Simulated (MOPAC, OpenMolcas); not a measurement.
**CH3BFNO (SMILES NC1(F)BO1): methods side by side**

CH3BFNO: 8 atoms, total charge 0, spin state singlet. SMILES: `NC1(F)BO1`. The shape is that of a PBE0-D4/def2-TZVP optimisation. This is one conformer, not always the lowest.

```xyz
8

N    -0.4310    1.1484    0.1846
C     0.0541   -0.0612   -0.2896
F     0.1221   -0.1327   -1.6583
B     0.3376   -1.3072    0.5151
O     1.3469   -0.4730    0.2553
H    -1.4395    1.1701    0.2114
H    -0.0753    1.9416   -0.3362
H     0.1772   -2.3431    1.0619
```

Each level gives the dipole moment (D). The values are calculated.

```csv
level,kind,program,value (D)
PM6,semi-empirical,MOPAC,2.22
HF/6-31G* (spherical functions),Hartree–Fock,OpenMolcas,2.41
SVWN5/6-31G* (spherical functions),LDA,OpenMolcas,1.92
BLYP/6-31G* (spherical functions),GGA,OpenMolcas,1.86
TPSS/6-31G* (spherical functions),meta-GGA,OpenMolcas,1.89
B3LYP/6-31G* (Cartesian functions),global hybrid,OpenMolcas,1.97
```

The values span 1.86 to 2.41 D. Magnitudes only.
